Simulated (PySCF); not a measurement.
C5H13NSi2.
Numbering: `[CH3:1][CH2:2][NH:3][Si@H:4]1[CH:5]=[CH:6][CH2:7][SiH2:8]1`

Definitions: NICS(0) = −σiso at the ring centroid; NICS(1) = −σiso and NICS(1)zz = −σzz at ±1 Å along the ring normal z. Level: GIAO PBE0/pcSseg-1 (PySCF, non-relativistic, gas phase) on the GFN2-xTB geometry, one conformer.

Ring bond lengths (Å), with Mayer bond orders in brackets: Si4–C5 1.888 (0.85), C5–C6 1.329 (1.94), C6–C7 1.498 (1.05), C7–Si8 1.916 (0.88), Si8–Si4 2.292 (0.95).

**Question.** What do the NICS probes read (ppm)?

**Answer.** 
| ring | type | NICS(0) | NICS(1), two faces | NICS(1)zz, two faces | rms pucker (Å) | centre to ring atoms, mean (Å) |
| --- | --- | --- | --- | --- | --- | --- |
| Si4–C5–C6–C7–Si8 | 5-membered ring with 2 Si; formal bonds 1 double, 4 single | -1.7 | -3.4 / -2.8 | -1.9 / -0.4 | 0.05 | 1.50 |

**Question.** What do they say, and how far can they be read as aromaticity?

**Answer.** 
- Si4–C5–C6–C7–Si8: mean NICS(1)zz -1.1 ppm, near zero. Si4, C7, Si8 have four or more neighbours, so the value isn't read as a sign of a π ring current.

**Question.** What is the mean of the two in-plane components of NICS at the second NICS(1) probe listed for ring Si4–C5–C6–C7–Si8, 1 Å off the ring?

**Answer.** The isotropic value is a third of the trace: (3 × -2.8 − (-0.4))/2 = -4.0 ppm.

**Question.** List the ring angles and the Hirshfeld charges of the ring atoms.

**Answer.** 
- Si4–C5–C6–C7–Si8: Si4 92.4° (+0.287 e), C5 117.6° (-0.160 e), C6 124.2° (-0.031 e), C7 111.5° (-0.158 e), Si8 93.5° (+0.238 e); sum 539.2° against 540° for a flat convex ring.
